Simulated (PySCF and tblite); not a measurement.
C₇H₅NO₂, numbered as in [CH:1]#[C:2][c:3]1[cH:4][c:5]([OH:6])[cH:7][cH:8][n+:9]1[O-:10].

First level. Geometries GFN2-xTB; weights from PBE0-D3(BJ)/pcSseg-1 energies and GFN2-xTB thermal corrections, with symmetry numbers and mirror pairs. Conformers within 2.5 kcal/mol (GFN2-xTB free energy) were kept, 4 at most. GIAO shieldings: PBE0/pcSseg-1. Shifts are against TMS (¹H), TMS (¹³C), NH3 (¹⁵N) at the same level. Codes: tblite and PySCF.

It gives, at 298.15 K, with 2 conformers (largest weight 65 %): ¹H: 8.21 (H8, 1H), 6.93 (H4, 1H), 6.73 (H7, 1H), 3.28 (H1, 1H) ppm. ¹³C: 155.2 (C5), 145.5 (C8), 137.4 (C3), 122.1 (C4), 118.1 (C7), 98.4 (C1), 81.2 (C2) ppm. ¹⁵N: 329.0 (N9) ppm.

Second level: GFN2-xTB geometries, energies OLYP-D3(BJ)/pcSseg-1 (IEF-PCM, water), shieldings OLYP/pcSseg-1 (IEF-PCM, water), on up to 4 of the same conformers.

(1) How do the averaged shifts change?

Other tautomers (keto or thione forms) aren't considered and may dominate. H on N, O and S are left out: they exchange, and hydrogen bonds move them by several ppm. Unscaled ¹⁵N shifts at such levels can be off by tens of ppm; differences between conformers or isomers are more reliable. Shifts are unscaled: against experiment ¹³C can be off by 15 ppm or more and ¹H by 0.8 ppm.

Answers

(1) 
| signal | first | second | change (ppm) |
| --- | --- | --- | --- |
| H1 | 3.28 | 3.56 | 0.28 |
| H4 | 6.93 | 7.18 | 0.25 |
| H7 | 6.73 | 6.97 | 0.24 |
| H8 | 8.21 | 8.04 | -0.17 |
| C1 | 98.4 | 91.1 | -7.3 |
| C2 | 81.2 | 80.5 | -0.7 |
| C3 | 137.4 | 129.2 | -8.3 |
| C4 | 122.1 | 118.4 | -3.7 |
| C5 | 155.2 | 151.7 | -3.6 |
| C7 | 118.1 | 115.1 | -3.0 |
| C8 | 145.5 | 139.2 | -6.3 |

The largest weight becomes 55 %.


¹⁵N shifts are against a computed isolated NH3 molecule, about 20 ppm from the liquid.

Conformer gaps in pcSseg-1 on xTB geometries can be 2 kcal/mol off for S=O, P=O and other polar bonds.